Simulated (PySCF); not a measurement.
# Worked example: chemical shift, span and skew from a shielding tensor

C4H7NSi, SMILES C1N=C[SiH2]C=C1. Atoms are numbered in the order given.

```xyz
13

C     -1.2730     0.9678     0.0000
C     -1.4631    -0.3609     0.0000
Si     0.0251    -1.4679     0.0000
C      1.4394    -0.2065     0.0000
N      1.3069     1.0599     0.0000
C      0.0271     1.7150     0.0000
H     -2.1471     1.6350     0.0000
H     -2.4920    -0.7369     0.0000
H      0.1079    -2.3546     1.2034
H      0.1079    -2.3546    -1.2034
H      2.4856    -0.5646     0.0000
H      0.0279     2.4072    -0.8644
H      0.0279     2.4072     0.8644
```

Coordinates come from a PBE0-D3(BJ)/def2-SVP optimisation. This is a generated structure with no PubChem entry under its InChIKey; it may be hypothetical. One conformer was computed; it need not be the lowest.

GIAO shieldings from HF/pcSseg-1 (PySCF), non-relativistic, no solvent. The symmetric part of the tensor of C1 has the principal values -124.5, 42.7, 165.6 ppm. The same nucleus in TMS has σ = 192.6 ppm at this level (PySCF, at its B3LYP-D3(BJ)/def2-TZVP geometry).

Work out the isotropic shielding, the ¹³C shift against TMS, the span and the skew.


σ(iso) = (σ11 + σ22 + σ33)/3 = 27.9 ppm. δ = σ(ref) − σ(iso) = 192.6 − (27.9) = 164.7 ppm.
Span Ω = σ33 − σ11 = 290.1 ppm. Skew κ = 3(σ(iso) − σ22)/Ω = -0.15. Tumbling in solution averages the tensor to δ; in a static solid the shielding alone would spread this spin-1/2 line over Ω.
